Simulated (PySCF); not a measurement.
# Core-level binding energies of `CC1=CC=CS1(=O)=O`

Compound: C5H6O2S.
Geometry (PBE0-D3(BJ)/def2-SVP, Å), atoms numbered from 1 in this order:
```
atom  x, y, z in Å
C1     1.969   -0.236   -0.019
C2     0.494   -0.159   -0.048
C3    -0.468   -1.004   -0.442
C4    -1.841   -0.485   -0.282
C5    -1.921    0.749    0.230
S6    -0.279    1.353    0.551
O7    -0.049    1.485    1.986
O8     0.057    2.456   -0.343
H9     2.333   -0.112    1.014
H10    2.327   -1.196   -0.414
H11    2.401    0.585   -0.614
H12   -0.271   -1.997   -0.851
H13   -2.713   -1.079   -0.565
H14   -2.793    1.363    0.453
```

Level of theory: delta-SCF UKS SCAN, pcX-2 on the ionised atom, pcseg-1 elsewhere, spin-free X2C (PySCF). Binding energies are ΔSCF values: E(core-ionised, relaxed orbitals) − E(ground state) at a fixed geometry, referred to the vacuum level.

Problem. List the computed XPS lines with their assignment.

Solution. 
```tsv
atom(s)	bonded to	level	binding energy (eV)	2p1/2 (eV)	above the level's lowest (eV)	count
S6	2 O (double bond) and 2 C	S 1s	2482.64	–	0.00	1
O7/O8	S (double bond)	O 1s	537.56	–	0.00	2
C1	C and 3 H	C 1s	291.55	–	+0.61	1
C4	C (double bond), C and H	C 1s	291.50	–	+0.56	1
C3	C (double bond), C and H	C 1s	291.22	–	+0.28	1
C2	S, C (double bond) and C	C 1s	291.20	–	+0.26	1
C5	S, C (double bond) and H	C 1s	290.94	–	0.00	1
S6	2 O (double bond) and 2 C	S 2p3/2	173.82	175.04	0.00	1
```

The listed C 1s values span 0.61 eV, from C5 (bonded to S, C (double bond) and H) to C1 (bonded to C and 3 H). The widest gap between neighbouring values is 0.28 eV, between 291.22 and 291.50 eV. Summing the Pauling electronegativity differences to the bonded atoms, each weighted by its formal bond order, gives -0.32 for the lowest site and -1.05 for the highest; the largest sum, +0.03, belongs to C2, 0.35 eV below the top. The smallest sum, -1.05, belongs to C1, 0.61 eV above the lowest. The values 291.20 and 291.22 eV; the values 291.50 and 291.55 eV lie too close for their order to be trusted.

Problem. Which effective nuclear charge Zeff reproduces each element's mean 1s value in the hydrogen-like formula E = 13.606 eV × Zeff²?

Solution. C (Z = 6): mean 291.3 eV, Zeff = 4.63, Z − Zeff = 1.37; O (Z = 8): mean 537.6 eV, Zeff = 6.29, Z − Zeff = 1.71; S (Z = 16): mean 2482.6 eV, Zeff = 13.51, Z − Zeff = 2.49. Means run over the listed sites, weighted by atom count.

The first atom of each set that the bonding makes equivalent was ionised and stands for the set. The unrestricted hole states depart most from a pure doublet (⟨S²⟩ = 0.75; over 0.85 named) for C 1s of C2 (0.89), C 1s of C3 (0.86) and C 1s of C4 (0.93), which makes these values less certain. Spin–orbit coupling isn't in the SCF: each 2p doublet comes from a relaxed spin-free hole plus a matrix of the shell (mean-field spin–orbit coupling and the ground-state 2p splitting), with 2p3/2 averaged over its two sublevels. 2p1/2 minus 2p3/2 (ligand field included): S 1.23 eV. Geometry: PBE0-D3(BJ)/def2-SVP; no solvent, vibrations or thermal averaging.
